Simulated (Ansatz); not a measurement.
Total energies of the cluster Ca3⁺ (the lowest doublet isomer of a short search) from Ansatz at PBE/def2-TZVP, gas phase (1 Eh = 27.2114 eV = 2625.5 kJ/mol). The reference geometry is relaxed at PBE0/def2-TZVP.

Cartesian coordinates in Å:
```
Ca -1.9892 -1.2700 0.3801
Ca 2.0400 0.0695 1.2439
Ca -0.0509 1.2005 -1.6240
```

```
           state                   geometry  energy (Eh)
charge 1 doublet                  reference  -2031.84760
charge 0 singlet                  reference  -2032.02086
charge 1 quartet  relaxed at PBE0/def2-TZVP  -2031.83658
```

Problem. Work out the vertical electron affinity, to the singlet.

Solution. E(charge 1 doublet) − E(charge 0 singlet) = -2031.84760 − (-2032.02086) = 0.17326 Eh = 4.71 eV.

Problem. Which of the charge 1 states is lowest, and how far above it are the others?

Solution. The doublet. quartet: -2031.83658 − (-2031.84760) = 0.01102 Eh = 28.9 kJ/mol. The quartet differs in its bonds from the reference.

The structure comes from a short search, and lower isomers may exist.
